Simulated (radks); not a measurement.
Results of a calculation; reference values are marked as such.
Eu10+, configuration [Kr] 4d10 4f5 5s2.

Level of theory: Dirac Kohn-Sham, PBE, spin-unpolarised, spherical densities, finite nucleus; open shells fill j = l - 1/2 first; Fermi nuclear charge, rms radius 5.1115 fm (a radial shooting solver on a logarithmic mesh with Libxc functionals).

Energy parts (hartree):
total: -10823.8242
kinetic: 11769.8702
electron-nucleus: -26236.6327
Hartree: 3880.5129
exchange-correlation: -237.5747

Orbitals (lengths in bohr, moments of r in powers of bohr; r(90%) holds 90 % of the orbital's charge):
\begin{tabular}{lrrr}
orbital & occ. & eigenvalue (hartree) & r(90%) \\ \hline
1s1/2 & 2 & -1781.687 & 0.0403 \\
2s1/2 & 2 & -297.5597 & 0.147 \\
2p1/2 & 2 & -282.6374 & 0.130 \\
2p3/2 & 4 & -258.8186 & 0.139 \\
3s1/2 & 2 & -70.22968 & 0.366 \\
3p1/2 & 2 & -63.77956 & 0.359 \\
3p3/2 & 4 & -58.92193 & 0.377 \\
3d3/2 & 4 & -47.75378 & 0.349 \\
3d5/2 & 6 & -46.69662 & 0.354 \\
4s1/2 & 2 & -18.72162 & 0.809 \\
4p1/2 & 2 & -16.22011 & 0.836 \\
4p3/2 & 4 & -15.13297 & 0.876 \\
4d3/2 & 4 & -10.99778 & 0.951 \\
4d5/2 & 6 & -10.79878 & 0.964 \\
5s1/2 & 2 & -6.82908 & 1.71 \\
5p1/2 & 0 & -5.99911 & 1.83 \\
4f5/2 & 5 & -5.86943 & 1.20 \\
4f7/2 & 0 & -5.83888 & 1.21 \\
5p3/2 & 0 & -5.76266 & 1.89 \\
6s1/2 & 0 & -3.57248 & 3.02 \\
\end{tabular}

The highest occupied level is 4f5/2 at -159.72 eV. The configuration is held as typed, so some empty levels lie below it. The electron density at the nucleus is 5.794e+05 e/bohr^3. For comparison, the ionisation energy in NIST's Atomic Spectra Database is 183 eV (theoretical). In exact Kohn-Sham theory the highest level is minus the ionisation energy, but local and semilocal functionals leave it too shallow, through self-interaction and a potential that decays too fast; potentials with the right tail come closer.

Beside tabulated values, note that spin-unpolarised runs miss the spin-polarisation part of the exchange energy of open shells.
